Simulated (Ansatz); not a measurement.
Consider the formal exchange of groups at the Al–O bond: `C[O][AlH][NH2]` + `C[SiH2]C` → `C[SiH](C)[AlH][NH2]` + CH₃OH.

Calculated with Ansatz (gas phase, PBE0-D4/def2-TZVP geometries, no zero-point term in ΔE). CCSD(T)/CBS is the MP2 limit (def2-TZVPP, def2-QZVPP) plus CCSD(T) − MP2 in def2-TZVPP, frozen cores. This one scheme is used for every species. DFT in def2-TZVPP. B3LYP here is the variant with VWN-RPA as its local correlation; programs differ in this. One conformer a species, not always the lowest.

`C[O][AlH][NH2]`:

Cartesian coordinates in Å:
```
C 0.411 1.156 -1.539
O -0.062 0.670 -0.321
Al 0.026 -0.813 0.479
N -0.755 -0.929 2.053
H 1.084 2.005 -1.374
H 0.960 0.399 -2.114
H -0.423 1.507 -2.157
H 0.775 -2.050 -0.155
H -0.767 -1.762 2.618
H -1.248 -0.182 2.512
```

`C[SiH2]C`:

Z-matrix (Å, degrees):
```
C
Si 1 1.872
H 1 1.093 2 110.9
H 1 1.092 2 111.0 3 120.0
H 1 1.093 2 110.9 3 -120.0
C 2 1.872 1 111.5 3 60.0
H 2 1.491 1 109.5 3 -178.7
H 2 1.491 1 109.5 3 -61.3
H 6 1.092 2 111.0 1 -180.0
H 6 1.093 2 110.9 1 -60.0
H 6 1.093 2 110.9 1 60.0
```

`C[SiH](C)[AlH][NH2]`:

Cartesian coordinates in Å:
```
C -0.334 0.883 -1.589
Si -0.747 -0.361 -0.232
C -0.298 -2.099 -0.809
Al 0.338 0.231 1.893
N 1.243 1.754 1.965
H -0.643 1.892 -1.307
H 0.741 0.903 -1.786
H -0.842 0.624 -2.522
H -2.232 -0.331 -0.032
H -0.561 -2.847 -0.058
H 0.774 -2.184 -1.005
H -0.829 -2.348 -1.732
H 0.323 -0.624 3.236
H 1.721 2.106 2.779
H 1.345 2.400 1.198
```

CH₃OH:

```xyz
6

C    -0.041   -0.236   -0.263
O     0.041    1.036    0.336
H    -0.224   -0.078   -1.327
H    -0.867   -0.835    0.139
H     0.890   -0.808   -0.160
H     0.200    0.921    1.275
```

```csv
level,ΔE (kcal/mol),difference from CCSD(T)/CBS
r2SCAN-D4,33.3,0.2
PBE0-D4,29.4,-3.7
B3LYP-D4,33.9,0.8
ωB97M-V,34.6,1.5
B2PLYP,35.4,2.3
r2SCAN,33.6,0.5
PBE0,30.1,-3.0
B3LYP,34.8,1.7
HF/def2-TZVPP,38.5,5.4
SCS-MP2/def2-TZVPP,35.9,2.8
CCSD(T)/def2-TZVPP,33.2,0.1
HF/def2-QZVPP,38.9,5.8
MP2/def2-QZVPP,35.5,2.4
SCS-MP2/def2-QZVPP,36.0,2.9
HF/CBS(def2),39.0,5.9
CCSD/CBS(def2),34.0,0.9
CCSD(T)/CBS,33.1,0
```

Largest T1 diagnostic among the species: 0.011.

The D4 term adds −1.0 kcal/mol with B3LYP and −0.6 kcal/mol with PBE0; it sums over pairs of atoms, weighted by their polarisabilities, and B3LYP, whose exchange is more repulsive, gets the larger term. In def2-TZVPP, CCSD(T) changes the Hartree–Fock value by −5.3 kcal/mol (the triples alone add −0.8 kcal/mol) and MP2 by −3.1 kcal/mol. From PBE to PBE0 (25 % exact exchange), in def2-TZVPP and without D4, ΔE moves by +1.4 kcal/mol.
